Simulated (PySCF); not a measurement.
A run for PySCF: R-B3LYP/6-31G* on HBr (SMILES Br) with ghost functions, monomers drawn apart or pushed together.

```python
from pyscf import gto, scf, dft, mp
from pyscf.data.elements import chemcore

mol = gto.M(
    atom='''
    Br    0.41087656    0.73153786    4.92289026
    H     0.28598523    0.52472367    3.50681300
    ghost-C   -0.14505955   -0.59116914    0.32365369
    ghost-C    0.13863937    0.68865879    0.11543025
    ghost-H    0.63022878   -1.34672923    0.36179590
    ghost-H   -1.16365290   -0.93312190    0.46149653
    ghost-H   -0.63671769    1.44398702    0.07450053
    ghost-H    1.15687198    1.03045478   -0.02518372
    ''',
    basis='6-31g*',
    cart=True,
    charge=0, spin=0, verbose=3, max_memory=1800)
mf = dft.RKS(mol, xc='b3lyp')
mf.conv_tol = 1e-8
mf.max_cycle = 100
mf.kernel()
if not mf.converged:
    mf = mf.newton().run(mf.mo_coeff, mf.mo_occ)
```

Output:

```
converged SCF energy = -2574.4818509268
```

The calculation finished and met its thresholds.

Cost: about 1.4 core-seconds (a rough figure).
